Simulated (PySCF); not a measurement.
ReO₄, SMILES [Re-](=[O])(=[O])(=[O])=[O], charge -1, multiplicity 1. Geometry: r2SCAN-D4/def2-SVPD. The multiplicity is an assumed one; other spin states were not compared. The isomer is the one that the SMILES or the coordinates give; other isomers of the formula were not compared. The def2 effective core potentials stand for the cores of Re; spin–orbit coupling is left out.

The numbers are results of r2SCAN-D4/def2-SVPD (PySCF 2.14.0), not measurements.

Harmonic wavenumbers (cm⁻¹): 322, 322, 322, 330, 330, 923, 923, 923, 969. Rotational constants (GHz): 3.893, 3.893, 3.893; symmetry number 12.

Question: Work out the zero-point energy and the ideal-gas rigid-rotor harmonic-oscillator thermochemistry at 298.15 K and 1 atm.

Answer: ZPE = ½ Σ hcν = ½ × 5365 cm⁻¹ = 32.09 kJ/mol. H − E(el) = 47.62 kJ/mol. Entropy in J/(mol K): translation 177.62, rotation 88.55, vibration 28.89, total 295.06. G − E(el) = -40.36 kJ/mol. Cp = 74.87 J/(mol K).
